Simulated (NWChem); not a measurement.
Lowest excitation of H2Ge

```xyz
3

Ge     0.0000     0.0000     0.0664
H     -1.1425     0.0000    -1.0616
H      1.1425     0.0000    -1.0616
```
Charge 0, spin multiplicity 1.

Program: NWChem. Structure: optimised with B3LYP/def2-SVP, a minimum by its harmonic frequencies.

Basis set: def2-SVPD.

The cost column gives rough processor time relative to CIS; each entry includes its own SCF.

The Hamiltonian is non-relativistic. The correlated methods keep 9 core orbitals frozen. B3LYP has NWChem's definition, with VWN1-RPA local correlation. The structure started from a generated list of species. Coupled-cluster values serve here as a point of comparison, not as the truth.

| method | lowest vertical singlet excitation energy (eV) | relative cost |
|---|---|---|
| EOM-CCSD | (withheld) | 5 |
| TD-PBE | (withheld) | under 3 |
| TD-B3LYP | 2.43 | under 3 |
| TD-PBE0 | 2.44 | under 3 |
| CIS | (withheld) | 1 |

**Question.** Some entries are withheld; supply them.

**Answer.** 
- EOM-CCSD, lowest vertical singlet excitation energy (eV): 2.53
- TD-PBE, lowest vertical singlet excitation energy (eV): 2.39
- CIS, lowest vertical singlet excitation energy (eV): 2.66
